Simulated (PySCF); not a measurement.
Problem. Give a PBE0-D3(BJ)/def2-SVP geometry of `C[SiH2][BiH2]`.

Solution. 
Z-matrix in Å and degrees, rows numbered from 1:
```
C 
Si  1  1.8821
Bi  2  2.6729  1  112.90
H   1  1.1013  2  110.80  3   179.38
H   1  1.1002  2  110.45  3   -60.28
H   1  1.1003  2  110.33  3    59.17
H   2  1.4985  1  110.50  3  -120.63
H   2  1.4983  1  110.61  3   120.73
H   3  1.7986  2   88.86  1    47.01
H   3  1.7987  2   88.89  1   -42.99
```

Bi3 (bismuth bonded to Si and 2 H) is pyramidal (angles 90.0°, 88.9° and 88.9°, sum 267.7°, 1.16 Å off the plane of its three neighbours). Si2 (SiH2 silicon) is tetrahedral (angles from 107.3° to 112.9°).

The calculation used PBE0-D3(BJ)/def2-SVP geometry optimisation, gas phase, def2 core potentials past Kr (PySCF 2.14.0).

Point group: near Cs, missed by 0.09 Å at most; the miss may be what the optimiser left on a soft mode. No PBE0-D3(BJ)/def2-SVP frequencies stand behind this structure, so it isn't proved a minimum. The numbers are those of one conformer (C1–Si2–Bi3–H 47° and -43°).
